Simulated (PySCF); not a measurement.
Isomers of C7H6F2O, one GFN2-xTB conformer each. Single-point energies are computed at PBE0/pcSseg-1 (PySCF, gas phase, no added dispersion term), electronic only.

Question: Rank them by PBE0/pcSseg-1 energy, lowest first (kcal/mol).
A. `[CH3:1][O:2][c:3]1[cH:4][cH:5][cH:6][c:7]([F:8])[c:9]1[F:10]` with C1–O2–C3–C4 0°
B. `[CH2:1]=[C:2]1[CH:3]=[CH:4]/[C:5]1=[C:6](\[F:7])[O:8][CH2:9][F:10]` with C5–C6–O8–C9 133°, C6–O8–C9–F10 -76°

Answer: A (0.0), B (54.6).

As drawn, the lower has an aromatic ring, which the higher lacks; the higher has a four-membered ring and a C=C bond outside aromatic rings, which the lower lacks. GFN2-xTB itself gives, in the same order: 0.0, 53.7. Both levels put the same isomer lowest.

Q: Which frontier levels, dipoles and rotational constants go with these structures?

A: 
```
             SMILES  HOMO (eV, PBE0/pcSseg-1)  LUMO (eV)  dipole (D)       A, B, C (MHz)
     COc1cccc(F)c1F                     -6.85      -0.32        4.02   2295, 1099, 746.9
C=C1C=C/C1=C(\F)OCF                     -6.59      -0.98        0.65  2188, 936.3, 728.6
```
